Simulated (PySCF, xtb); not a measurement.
C5H8Si, SMILES C#CC(=C)[SiH2]C. The values are those of a single conformer.

Harmonic wavenumbers (cm⁻¹) from GFN2-xTB (xtb 6.7.1) at its own minimum, in rising order: 30, 104, 122, 154, 231, 272, 411, 437, 473, 573, 590, 617, 673, 686, 735, 759, 774, 828, 840, 897, 938, 1179, 1370, 1410, 1485, 1487, 1634, 2211, 2219, 2240, 3033, 3036, 3042, 3075, 3112, 3390.

Question: What does B3LYP-D3(BJ)/def2-SVP in PySCF give at its own minimum? (An estimate is asked for; the answer gives what the named calculation found.)

Answer: 53, 114, 156, 182, 272, 293, 463, 494, 511, 627, 677, 681, 687, 715, 748, 769, 888, 908, 937, 953, 964, 1201, 1270, 1420, 1433, 1438, 1647, 2194, 2213, 2215, 3033, 3127, 3129, 3129, 3229, 3471. Paired by order, the mean absolute difference is 46 cm⁻¹ and the zero-point energies are 64.4 and 66.1 kcal/mol.
